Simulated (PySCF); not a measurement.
# Sb (antimony, neutral) across methods

[Kr] 4d10 5s1 5p3 6s1, high-spin 6S determinant (an excited configuration). Calculation: PySCF 2.14, in aug-cc-pwCVTZ-PP with ECP28MDF; a scalar-relativistic core potential.

```json
{"method": "PW91", "E (hartree)": "-239.8587", "mean ε 5s α (eV)": "-17.862", "mean ε 5p α (eV)": "-9.001", "mean ε 6s α (eV)": "-1.890", "Σ⟨r²⟩ (bohr²)": "86.01", "⟨S²⟩": "8.751"}
{"method": "TPSS", "E (hartree)": "-239.6774", "mean ε 5s α (eV)": "-17.958", "mean ε 5p α (eV)": "-9.054", "mean ε 6s α (eV)": "-1.801", "Σ⟨r²⟩ (bohr²)": "87.01", "⟨S²⟩": "8.752"}
{"method": "HSE06", "E (hartree)": "-239.7872", "mean ε 5s α (eV)": "-19.330", "mean ε 5p α (eV)": "-9.722", "mean ε 6s α (eV)": "-1.946", "Σ⟨r²⟩ (bohr²)": "86.51", "⟨S²⟩": "8.752"}
{"method": "PBE0", "E (hartree)": "-239.7917", "mean ε 5s α (eV)": "-19.821", "mean ε 5p α (eV)": "-10.165", "mean ε 6s α (eV)": "-2.227", "Σ⟨r²⟩ (bohr²)": "86.69", "⟨S²⟩": "8.752"}
{"method": "UHF", "E (hartree)": "-238.92121", "mean ε 5s α (eV)": "-25.087", "mean ε 5p α (eV)": "-13.205", "mean ε 6s α (eV)": "-3.030", "Σ⟨r²⟩ (bohr²)": "88.46", "⟨S²⟩": "8.754"}
{"method": "r2SCAN", "E (hartree)": "-239.8816", "mean ε 5s α (eV)": "-18.749", "mean ε 5p α (eV)": "-9.494", "mean ε 6s α (eV)": "-1.864", "Σ⟨r²⟩ (bohr²)": "87.00", "⟨S²⟩": "8.753"}
{"method": "LDA", "E (hartree)": "-239.3850", "mean ε 5s α (eV)": "-17.954", "mean ε 5p α (eV)": "-9.029", "mean ε 6s α (eV)": "-2.002", "Σ⟨r²⟩ (bohr²)": "85.46", "⟨S²⟩": "8.751"}
{"method": "PBE", "E (hartree)": "-239.7656", "mean ε 5s α (eV)": "-17.802", "mean ε 5p α (eV)": "-8.959", "mean ε 6s α (eV)": "-1.857", "Σ⟨r²⟩ (bohr²)": "86.26", "⟨S²⟩": "8.751"}
{"method": "M06-L", "E (hartree)": "-239.9120", "mean ε 5s α (eV)": "-17.903", "mean ε 5p α (eV)": "-8.883", "mean ε 6s α (eV)": "-1.864", "Σ⟨r²⟩ (bohr²)": "87.27", "⟨S²⟩": "8.752"}
```

Energies and moments cover only the electrons outside the core potential. The outer electron is Rydberg-like, and this basis confines it to a smaller radius and binds it less than a complete one would.
